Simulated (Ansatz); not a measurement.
input.yaml

```yaml
crystal:
  periodic: [false, false, false]
  atoms:
    - { symbol: Sb, position_ang: [-0.7592, -1.038, -0.5291] }
    - { symbol: Te, position_ang: [0.1588, 1.5741, -1.0154] }
    - { symbol: H, position_ang: [-2.40188, -0.56569, -0.98376] }
    - { symbol: H, position_ang: [-0.27945, -1.5343, -2.15134] }
    - { symbol: H, position_ang: [1.0336, 1.5218, 0.4697] }
basis:
  gaussian: { orbitals: def2-mTZVP }
hamiltonian:
  xc: b3lyp
relax:
  f_tol: 0.015
  max_steps: 40
```

Launched with:

```bash
$ ansatz run input.yaml --threads 1 --pin off --max-ram 2048MiB --backend cpu --events-out ev --progress --plain --runs-dir out
```

Hardware: 1 thread of Intel(R) Xeon(R) 6975P-C (Granite Rapids), on a shared host.

Problem. Roughly how long does this run take, and how much memory?

Solution. 15 s, with a peak of 0.19 GiB, for 5 ionic steps.
